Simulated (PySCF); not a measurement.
# Gas-phase XPS of `[GeH3][O][GeH3]`, computed

Ge2H6O.
SMILES with atom numbers: `[GeH3:1][O:2][GeH3:3]`

The calculation used PySCF 2.14.0, delta-SCF UKS SCAN, pcX-2 on the ionised atom, pcseg-1 elsewhere, spin-free X2C. Each binding energy is the total energy of the core-ionised species, with the hole localised on one atom, minus that of the ground state; both are solved self-consistently, so orbital relaxation is included.

Problem. What binding energy does each computed site have?

Solution. 
| atom(s) | bonded to | level | binding energy (eV) | count |
| --- | --- | --- | --- | --- |
| O2 | 2 Ge | O 1s | 536.96 | 1 |

Problem. Which photon energy gives electrons from O 1s of O2 (atom 2) a kinetic energy of 20 eV, and what is their de Broglie wavelength?

Solution. hν = 536.96 + 20 = 556.96 eV, recoil neglected; λ = 12.264 Å/√(E/eV) = 2.74 Å.

No level of germanium is listed. Geometry: PBE0-D3(BJ)/def2-SVP; no solvent, vibrations or thermal averaging.

***

Core-level binding energies of thionylimide

Species: thionylimide, HNOS.
Atom-mapped SMILES: `[NH:1]=[S:2]=[O:3]`

Computed, not measured: delta-SCF UKS SCAN, pcX-2 on the ionised atom, pcseg-1 elsewhere, spin-free X2C in PySCF. Vertical ΔSCF values, vacuum level as zero.

Task: List the computed XPS lines with their assignment.

Result: 
```
atom(s)                            bonded to  level  binding energy (eV)  count
     S2  O (double bond) and N (double bond)   S 1s              2482.07      1
     O3                      S (double bond)   O 1s               538.48      1
     N1                S (double bond) and H   N 1s               405.77      1
```

Task: Give the binding energy of N 1s of N1 in hartree and in kJ/mol.

Result: 405.77 eV = 14.9118 Eh = 39151 kJ/mol.

Not every level is listed. Isolated species at its GFN2-xTB geometry, gas phase.
